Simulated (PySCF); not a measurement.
diindium oxide (In2O), SMILES [In][O][In] (connectivity only; charge and spin as stated), neutral, multiplicity 1.

The structure is a stationary point at B3LYP-D3(BJ)/def2-TZVP. The def2 effective core potentials stand for the cores of In; spin–orbit coupling is left out.

Two levels are set side by side: TDA-PBE/def2-SVPD (PySCF) and TDA-B3LYP/def2-SVPD (PySCF). Vertical, same geometry. The lowest singlet is HOMO→LUMO 95 % with PBE and HOMO→LUMO 97 % with the other functional; states are paired by order. Differences are taken from unrounded values.

| quantity | TDA-B3LYP |
|---|---|
| lowest singlet excitation (eV) | 3.90 |
| lowest triplet excitation (TDA) (eV) | 3.16 |
| first bright state (f over 0.05) (eV) | 3.90 |
| its oscillator strength | 0.15 |

Task: What does TDA-PBE give, and how far is it from TDA-B3LYP? (Estimate from the structure and the level; the computed values follow.)

Result: 
```tsv
quantity	TDA-PBE	TDA-PBE minus TDA-B3LYP
lowest singlet excitation (eV)	3.58	-0.32
lowest triplet excitation (TDA) (eV)	2.97	-0.19
first bright state (f over 0.05) (eV)	3.58	-0.32
its oscillator strength	0.10	-0.05
```

Functionals without exact exchange tend to place singlet excitations lower, as here. Differences between two approximate levels are no errors against the true value.

Rough cost on one machine, each run with all the roots and properties that it gave: TDA-B3LYP against TDA-PBE within a factor of 2.
